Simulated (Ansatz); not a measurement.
Ga12Sb12H32⁺, a nanocrystal cut from zinc blende GaSb (hydrogen-capped). The state is a doublet with charge 1. Geometry PBE-D4/def2-SVP, that of the neutral singlet; atoms count from 1.

```xyz
56

Ga    2.305    4.643   -0.885
Ga   -4.694    3.083   -0.659
Ga   -3.769   -1.417   -2.616
Ga    3.884    0.670   -2.603
Ga    0.566   -2.719   -3.429
Ga   -0.327    1.250   -1.917
Ga    0.207    2.396    2.410
Ga   -2.387   -0.797    1.183
Ga    1.767   -1.396    0.527
Ga    4.623    1.714    1.824
Ga   -1.230   -4.627    0.349
Ga    0.036   -2.896    4.859
Sb   -2.233    3.144   -1.799
Sb    1.936    2.476   -2.515
Sb    2.514    3.335    1.452
Sb   -1.248   -0.770   -3.358
Sb   -4.216    1.170    1.216
Sb   -3.077   -2.786   -0.383
Sb    2.854   -1.416   -3.976
Sb    4.021   -0.157   -0.081
Sb    0.870   -3.447   -0.884
Sb   -0.136    0.429    0.582
Sb   -2.056   -1.569    3.734
Sb    1.966   -2.162    3.097
H     3.692    5.258   -1.326
H     0.922    5.411   -0.958
H    -4.906    4.442    0.112
H    -5.649    2.407   -1.712
H    -4.419   -2.360   -3.696
H    -4.411   -0.072   -2.068
H     5.239    1.115   -3.281
H     0.283   -3.887   -4.451
H    -1.020    3.367    2.140
H     0.376    1.605    3.776
H     5.962    2.388    1.328
H     4.470    0.925    3.190
H    -1.517   -6.029   -0.309
H    -1.015   -4.370    1.900
H    -0.243   -4.422    4.591
H     0.343   -2.193    6.235
H    -2.442    3.726   -3.403
H    -1.379    4.511   -1.215
H     1.710    2.937   -4.160
H     2.916    4.633    2.512
H    -1.282   -0.187   -4.978
H    -5.716    0.420    1.597
H    -4.003    1.932    2.739
H    -4.554   -3.259    0.369
H     2.801   -0.992   -5.643
H     4.081   -2.611   -4.142
H     5.175   -1.436   -0.116
H     2.179   -4.565   -0.936
H    -2.370   -0.155    4.657
H    -3.499   -2.395    4.172
H     2.918   -0.919    3.796
H     3.178   -3.378    3.151
```

In the def2 sets Sb takes a core potential; there is no spin–orbit coupling. Single mean-field runs in def2-SVP are fitted with def2-universal-jkfit.

Question: Estimate the Mulliken populations of the heavy atoms from the PBE0/def2-SVP orbitals of Ansatz.

Answer: 
| atom | charge (e) | spin (α − β) |
| --- | --- | --- |
| Ga1 | 0.18 | 0.00 |
| Ga2 | 0.16 | 0.00 |
| Ga3 | 0.19 | 0.00 |
| Ga4 | 0.17 | -0.01 |
| Ga5 | 0.16 | -0.01 |
| Ga6 | 0.01 | -0.01 |
| Ga7 | 0.18 | 0.09 |
| Ga8 | -0.02 | 0.07 |
| Ga9 | 0.01 | -0.01 |
| Ga10 | 0.18 | 0.00 |
| Ga11 | 0.19 | 0.00 |
| Ga12 | 0.16 | 0.00 |
| Sb13 | 0.11 | 0.00 |
| Sb14 | -0.07 | 0.05 |
| Sb15 | -0.15 | 0.13 |
| Sb16 | -0.09 | 0.06 |
| Sb17 | 0.12 | -0.01 |
| Sb18 | -0.06 | 0.07 |
| Sb19 | 0.08 | 0.04 |
| Sb20 | -0.07 | 0.05 |
| Sb21 | -0.09 | 0.06 |
| Sb22 | -0.35 | 0.24 |
| Sb23 | 0.12 | -0.01 |
| Sb24 | 0.11 | 0.00 |
Mulliken values depend strongly on the basis.

Question: Where does the spin sit?

Answer: Summed by element: Ga 0.12, Sb 0.71, H 0.17, of 1 unpaired in all. Largest on single atoms: Sb22 0.24, Sb15 0.13, Ga7 0.09.

Question: And the Mayer bond orders between heavy atoms (over 0.3)?

Answer: Ga1–Sb14 0.58 (2.74 Å); Ga1–Sb15 0.71 (2.69 Å); Ga2–Sb13 0.64 (2.71 Å); Ga2–Sb17 0.62 (2.72 Å); Ga3–Sb16 0.63 (2.71 Å); Ga3–Sb18 0.65 (2.71 Å); Ga4–Sb14 0.80 (2.66 Å); Ga4–Sb19 0.69 (2.70 Å); Ga4–Sb20 0.80 (2.66 Å); Ga5–Sb16 0.79 (2.66 Å); Ga5–Sb19 0.73 (2.69 Å); Ga5–Sb21 0.79 (2.66 Å); Ga6–Sb13 0.83 (2.69 Å); Ga6–Sb14 0.86 (2.64 Å); Ga6–Sb16 0.83 (2.65 Å); Ga6–Sb22 0.82 (2.64 Å); Ga7–Sb15 0.68 (2.67 Å); Ga7–Sb22 0.53 (2.71 Å); Ga8–Sb17 0.84 (2.69 Å); Ga8–Sb18 0.89 (2.62 Å); Ga8–Sb22 0.74 (2.63 Å); Ga8–Sb23 0.84 (2.69 Å); Ga9–Sb20 0.86 (2.64 Å); Ga9–Sb21 0.83 (2.65 Å); Ga9–Sb22 0.82 (2.64 Å); Ga9–Sb24 0.83 (2.69 Å); Ga10–Sb15 0.71 (2.69 Å); Ga10–Sb20 0.58 (2.74 Å); Ga11–Sb18 0.65 (2.71 Å); Ga11–Sb21 0.63 (2.71 Å); Ga12–Sb23 0.62 (2.72 Å); Ga12–Sb24 0.64 (2.71 Å).
